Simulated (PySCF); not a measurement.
# Correlation energy of S⁺ (sulfur, charge +1)

[Ne] 3s2 3p3, high-spin 4S determinant. Calculation: PySCF 2.14, in Sapporo-DZP-2012 (5s4p2d, 27 functions); the spin-free X2C one-electron Hamiltonian (Gaussian nucleus). Frozen: [Ne]; 5 electrons correlated.

MP2 pair energies summed by pair of shells (mhartree):

```
 pair  energy  share (%)
3s-3p  -45.78       64.9
3p-3p  -17.52       24.8
3s-3s   -7.24       10.3
```

Total MP2 correlation energy: -70.54 mhartree.

Same-spin part -19.41 and opposite-spin part -51.13 mhartree; SCS-MP2 scales them by 1/3 and 6/5 to -67.83 mhartree.

| level | correlation energy (mhartree) |
| --- | --- |
| CCSD | -91.14 |
| (T) | -1.08 |
| CCSD(T) | -92.22 |

Diagnostics: T1 = 0.0016, D1 = 0.0049, largest double amplitude 0.067.

Question: Is a single reference adequate?

Answer: Yes: T1 lies below 0.03 and no double amplitude reaches 0.07.
